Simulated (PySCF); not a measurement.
Excitations are Tamm–Dancoff values on a coarser integration grid. The basis has no diffuse functions, so Rydberg states are missing or too high.

Z-matrix (Å, degrees):
```
Si
O 1 1.6309
H 2 0.9578 1 118.37
O 1 1.6309 2 108.63 3 56.05
H 4 0.9578 1 118.37 2 174.02
O 1 1.6309 2 108.64 3 174.05
H 6 0.9578 1 118.37 2 56.06
H 1 1.4836 2 110.30 3 -64.95
```
Charge 0, spin multiplicity 1.

Q: What is the computed S1–T1 gap (TDA), HOMO–LUMO gap, HOMO, dipole moment, brightest of the four lowest singlets (TDA), T1 excitation (TDA), S1 excitation (TDA) and total energy (PBE0-D4/def2-TZVP run with PySCF)?

A: 
```
Quantity                                           Result
-------------------------------------------  ------------
S1–T1 gap (TDA)                                   0.53 eV
HOMO–LUMO gap                                     9.66 eV
HOMO                                             -8.79 eV
dipole moment                                      1.41 D
brightest of the four lowest singlets (TDA)       8.43 eV
T1 excitation (TDA)                               7.91 eV
S1 excitation (TDA)                               8.43 eV
total energy                                 -517.4794 Ha
```
